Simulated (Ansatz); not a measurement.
Computed with Ansatz on PBE0-D4/def2-TZVP structures; ΔE is electronic, products minus reactants. CCSD(T)/CBS is the MP2 limit (def2-TZVPP, def2-QZVPP) plus CCSD(T) − MP2 in def2-TZVPP, frozen cores. Functionals use def2-TZVPP. def2 core potentials past Kr. For Br, In outer-core shells are correlated without core-valence functions, which leaves a few kJ/mol of doubt a bond. Scalar relativity is left out up to krypton. One conformer a species, not always the lowest.

Consider the ligand exchange at the In–O bond: `[SiH3][O][InH][Br]` + `CNC` → `C[N](C)[InH][Br]` + `O[SiH3]`.

CCSD(T)/CBS gives +0.33 eV.

(1) Another level gave +0.38 eV. Which?
A. CCSD(T)/def2-TZVPP
B. BHLYP-D4/def2-TZVPP
C. revPBE/def2-TZVPP
D. LDA (SPW92)/def2-TZVPP

Largest T1 diagnostic among the species: 0.014.

## Answers

(1) C. revPBE 0.38, CCSD(T)/def2-TZVPP 0.33, LDA (SPW92) 0.20, BHLYP-D4 0.44 eV.

Leaving LDA and LC-ωPBE aside and taking each functional with its dispersion term where it has one, the values, not all of them listed here, spread over 0.13 eV, from PBE-D4 to BHLYP-D4. LDA lies −0.14 eV from PBE without D4. From BLYP to BHLYP (50 % exact exchange), in def2-TZVPP and without D4, ΔE moves by +0.06 eV.
